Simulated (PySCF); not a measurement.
Polarisability and C₆ of Ag²⁺ (silver, charge +2)

[Kr] 4d9, 2D determinant. All numbers are calculated (PySCF 2.14, scalar relativity by spin-free X2C-1e, in x2c-QZVPPall with one added diffuse shell each of s, p, d, f, g type (14s9p8d5f3g, 143 functions)). Coupled (time-dependent) response in atomic units; α is the mean over directions.

```tsv
method	mean α (bohr³)	α xx, yy, zz	C₆ (like pair)	S(−4)
UHF	5.474	5.349, 5.349, 5.723	28.08	5.943
```

S(−4) is the Cauchy moment in α(ω) = α(0) + S(−4) ω² + …

Spin-orbit coupling is absent.

α(iu) at UHF:

```
u (hartree)  α(iu) (bohr³)
          0          5.474
     0.0500          5.459
      0.100          5.415
      0.200          5.253
      0.300          5.016
      0.500          4.450
      0.750          3.760
       1.00          3.176
       1.50          2.311
       2.00          1.732
       3.00          1.053
       5.00         0.4955
```

A single London oscillator, α(iu) = α/(1 + u²/ω²), gives C₆ = (3/4) ω α². Matching the computed C₆ needs ω = 4 × 28.08 / (3 × 5.474²) = 1.25 hartree.

For an ion, C₆ is the dispersion term alone; charge-induced terms of lower order in 1/R come first.

The components differ because the open shell of this determinant is not spherical; for a pure term their mean is the scalar polarisability.
